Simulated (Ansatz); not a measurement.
One geometry of the cluster MoPt3, several levels of theory.

```yaml
crystal:
  periodic: [false, false, false]
  atoms:
    - {symbol: Mo, position_ang: [-0.302801, 0.263537, -0.004830]}
    - {symbol: Pt, position_ang: [1.407891, 1.397094, -0.898489]}
    - {symbol: Pt, position_ang: [-0.056194, -0.228742, 2.164707]}
    - {symbol: Pt, position_ang: [-1.048897, -1.431879, -1.261388]}
basis:
  gaussian: {orbitals: def2-TZVP, initial_orbitals: start.molden}
hamiltonian: {xc: {text: "exchange = 0.95*pbe_x + 0.05*exact_x\ncorrelation = pbe_c"}}
scf: {omitted_lower_state_checks: [starts]}
output: {orbitals: {seedname: orbitals}}
```

The file start.molden holds the orbitals of an earlier run on this structure, at another level or in another basis.

```sh
$ ansatz run in.yaml --threads 4 --pin off --events-out ev --progress --plain --max-ram 3916MiB
```

Shortened log:

```
Functional definition: unnamed
1496 factors; their error is unknown
mean field evaluation 1: about -11603.5426 eV, gradient 7.1e0 eV
mean field evaluation 2: about -11603.7154 eV, gradient 6.1e-1 eV
mean field evaluation 4: about -11603.7271 eV, gradient 9.2e-2 eV
mean field -11603.72711411 eV, -426.4291061550 hartree, gradient 5.9e-5 eV, S^2 0.000000; 0 other end points of the search recorded, 0 dependent functions left out
reference -11603.72715282 eV, -426.4291075774 hartree; 34, 34 occupied and 126, 126 virtual orbitals, 1496 factors
Total energy: -11603.72715282 eV, -426.4291075774 hartree
Checks for a lower state left out: starts
```

Hardware: 4 threads of Arm Neoverse V2 on a shared host. Wall time 3.1 s.

The first input with `gaussian: {orbitals: def2-SVP, initial_orbitals: start.molden}`, `hamiltonian: {xc: pbe0, dispersion: d4}` (abridged; 2.7 s):

```
Functional definition: PBE0
mean field -11596.21623695 eV, -426.1530865101 hartree, gradient 1.7e-5 eV, S^2 0.000000
Total energy: -11596.45414259 eV, -426.1618293811 hartree
Checks for a lower state left out: starts
```

The first input with `hamiltonian: {xc: {text: "exchange = 0.90*pbe_x + 0.10*exact_x\ncorrelation = pbe_c"}}` (abridged; 3.3 s):

```
Functional definition: unnamed
mean field -11602.11212414 eV, -426.3697563679 hartree, gradient 5.5e-5 eV, S^2 0.000000
Total energy: -11602.11216088 eV, -426.3697577183 hartree
Checks for a lower state left out: starts
```

As the first input, with `hamiltonian: {xc: {text: "exchange = 0.65*pbe_x + 0.35*exact_x\ncorrelation = pbe_c"}}` (abridged; 4.7 s):

```
Functional definition: unnamed
mean field -11594.36506637 eV, -426.0850572462 hartree, gradient 1.9e-5 eV, S^2 0.000000
Total energy: -11594.36509329 eV, -426.0850582356 hartree
Checks for a lower state left out: starts
```

First input, but with `hamiltonian: {xc: {name: PBE-QIDH}}` and without the key `output` (abridged; 8.5 s):

```
Functional definition: PBE-QIDH
mean field -11558.80500696 eV, -424.7782491665 hartree, gradient 5.9e-6 eV, S^2 0.000000; unrestricted orbitals would lower it
second order -66.19875639 eV of doubles, -0.00000000 eV of singles
Total energy: -11580.87127186 eV, -425.5891694445 hartree
Checks for a lower state left out: starts
```

First input, but with `hamiltonian: {xc: hse06, dispersion: d4}` (abridged; 3.9 s):

```
Functional definition: HSE06
mean field -11597.46544079 eV, -426.1989939048 hartree, gradient 2.6e-5 eV, S^2 0.000000
Total energy: -11597.70012270 eV, -426.2076183057 hartree
Checks for a lower state left out: starts
```

First input, but with `hamiltonian: {xc: {name: r2SCAN0}, dispersion: d4}` (abridged; 7.5 s):

```
Functional definition: r2SCAN0
mean field -11596.47228985 eV, -426.1624962806 hartree, gradient 1.8e-5 eV, S^2 0.000000
Total energy: -11596.53944807 eV, -426.1649642996 hartree
Checks for a lower state left out: starts
```

Geometry: PBE-D4/def2-SVP.

In the def2 sets Mo, Pt take a core potential; there is no spin–orbit coupling. HSE06 is defined as in plane-wave codes, on full-range PBE exchange. Correlated methods freeze no core orbitals; core or outer-core shells of Mo, Pt are correlated, in sets that lack core-valence functions. At PBE-QIDH/def2-TZVP the restricted singlet (for correlated methods, its reference) is unstable: a solution with broken spin symmetry lies lower. The order of the spin states hangs on the level: the triplet lies 0.16 eV below the singlet at PBE0-D4/def2-TZVP, but 0.22 eV above it at PBE with 5 % exact exchange/def2-TZVP. The structure comes from a short search, and lower isomers may exist.
